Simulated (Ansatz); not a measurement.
(OH)3Hf-NH-SiH3 (HfSiNO₃H₇), relaxed as a singlet with RKS PBE0-D4/def2-SVP in Ansatz, starting from the GFN2-xTB geometry. Force threshold 0.02 eV/Å.

In the def2 sets Hf takes a core potential; there is no spin–orbit coupling.

Start:

```xyz
13

Hf   -0.356    0.477    0.743
O     1.130    1.529    0.300
O    -0.704    0.703    2.575
O    -1.824    1.310   -0.082
N     0.022   -1.419    0.157
Si    0.600   -1.368   -1.456
H     1.108    1.764   -0.634
H    -0.233    1.475    2.909
H    -2.441    1.646    0.579
H     0.491   -2.086    0.768
H     2.022   -0.981   -1.646
H    -0.271   -0.361   -2.135
H     0.455   -2.690   -2.079
```

(1) Estimate the energy that the relaxation releases and the steps that it takes.

(2) Does the start keep its bonding and symmetry?

(3) Predict the relaxed structure.

## Answers

(1) 121.7 kJ/mol, in 14 steps; 43 s on 4 threads of Intel Xeon Platinum 8259CL on a shared host. The force fell under the threshold at step 11, but the optimiser went on. No frequencies were taken in this run, so the end may be a saddle point.

(2) By distances, no bond broke or formed. The bond that changes most is Hf1–Si6, from 3.03 to 3.41 Å (atoms count from 1).

(3) 
Cartesian coordinates in Å:
```
Hf -0.285 0.779 0.776
O 0.918 2.102 0.051
O -0.209 0.680 2.703
O -2.079 1.125 0.155
N 0.315 -1.085 0.119
Si 0.600 -1.579 -1.518
H 1.433 2.771 -0.393
H -0.237 0.888 3.634
H -2.950 1.254 -0.210
H 0.457 -1.820 0.812
H 2.018 -1.991 -1.784
H 0.288 -0.402 -2.389
H -0.269 -2.722 -1.954
```
Bond lengths: 3 × Hf–O 1.93 Å; 1 × Hf–N 2.07 Å; 1 × N–Si 1.73 Å; 1 × Hf–Si 3.41 Å; 3 × H–O 0.95 Å; 3 × H–Si 1.50 Å; 1 × H–N 1.02 Å.
